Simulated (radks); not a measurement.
These are the eigenvalues of the occupied orbitals of an atom or ion with whole-number occupations (Ry). Method: Dirac Kohn-Sham, BLYP, spin-unpolarised, spherical densities, finite nucleus; Fermi nuclear charge, rms radius of each element as measured or else 0.836 A^(1/3) + 0.57 fm; computed with a radial shooting solver on a logarithmic mesh with Libxc functionals.

| orbital | eigenvalue |
|---|---|
| 1s1/2 | -395.6146 |
| 2s1/2 | -45.49436 |
| 2p1/2 | -38.54987 |
| 2p3/2 | -38.02724 |
| 3s1/2 | -6.36245 |
| 3p1/2 | -4.48377 |
| 3p3/2 | -4.42227 |
| 3d3/2 | -1.56924 |

Which element is it, and in what charge state? The configuration may be excited. Open shells, if any, fill j = l - 1/2 first.

Answer. Z = 23, vanadium, charge +2: V2+ in [Ar] 3d3. The list shows which subshells hold electrons but not how many an open one holds; the 1s level, -197.81 hartree, gives Z - s = 19.9 by -(Z - s)^2/2, which with screening and relativity narrows Z to a few neighbours, and the depths of the outer levels then fix element, charge and occupations together.
